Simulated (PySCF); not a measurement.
## Dipole moment and polarisability of `CCO[C@H]1N=C1C#N`

Compound: C₅H₆N₂O.
Cartesian coordinates in Å at the GFN2-xTB level; atoms count from 1:
```
atom  x, y, z in Å
C1    -2.328    0.141    0.683
C2    -1.199   -0.422   -0.159
O3     0.038   -0.092    0.475
C4     1.140   -0.543   -0.201
N5     1.560    0.140   -1.447
C6     2.255    0.380   -0.415
C7     3.313    1.065    0.143
N8     4.193    1.618    0.632
H9    -3.284   -0.100    0.226
H10   -2.292   -0.281    1.683
H11   -2.230    1.221    0.759
H12   -1.281   -1.515   -0.242
H13   -1.212    0.006   -1.170
H14    1.327   -1.615   -0.151
```

Level: PBE0/def2-SVPD (PySCF), static field, nuclei fixed, core orbitals frozen in the response. The polarisability tensor in these axes (au):

```
x   97.71 16.51  5.71
y   16.51 64.57  5.27
z    5.71  5.27 62.78
```

Problem. Give the principal values, the mean and the anisotropy Δα = √{½[(α1 − α2)² + (α2 − α3)² + (α1 − α3)²]}.

Solution. Principal values 56.38, 62.90 and 105.77 au; mean 75.02 au = 11.12 Å³ = 12.37 × 10⁻⁴⁰ C²·m²/J; Δα = 46.47 au (62 % of the mean).

Problem. What is the dipole moment, and where does it point?

Solution. (-2.72, -2.21, -0.33) D, 3.52 D in size, pointing from the negative to the positive side. Measured along this direction, the outermost atoms are N8 at the negative end and H9 at the positive end.

Problem. Molar refractivity from α?

Solution. Lorentz–Lorenz: R = (4π/3)N_A α = 2.5225 cm³/(mol·Å³) × 11.12 Å³ = 28.0 cm³/mol, in the limit of long wavelengths.

Problem. Sum over states: ᾱ = Σ f/ω², ω in Eh. What share falls to these 6 lowest TDDFT singlets (eV, f)? 3.77, 0.0008; 4.55, 0.0004; 5.91, 0.0449; 6.11, 0.0023; 6.63, 0.0088; 6.88, 0.0523.

Solution. They add up to 2.02 au, 2.7 % of the 75.02 au; the largest single term is 0.95 au, from the state at 5.91 eV. Terms in order: 0.04, 0.01, 0.95, 0.05, 0.15, 0.82 au. Higher excitations give the rest. The strengths listed sum to 0.110.

Problem. What are the principal values of the traceless quadrupole moment, Θ = ½Σq(3rr − r²1), about the centre of nuclear charge?

Solution. -7.65, -0.93, 8.58 D·Å. The values depend on the origin, since the dipole doesn't vanish. The electronic extent ⟨r²⟩ about the same centre is 1282 bohr², a root-mean-square distance of 2.49 Å for the 58 electrons.

The structure is a single GFN2-xTB conformer in the gas phase; no vibrational or solvent corrections.

These values come from a run that also computed excited states. On Arm Neoverse V1, one thread (shared host), this took 31 s of wall time and 0.86 GiB of memory at its peak.
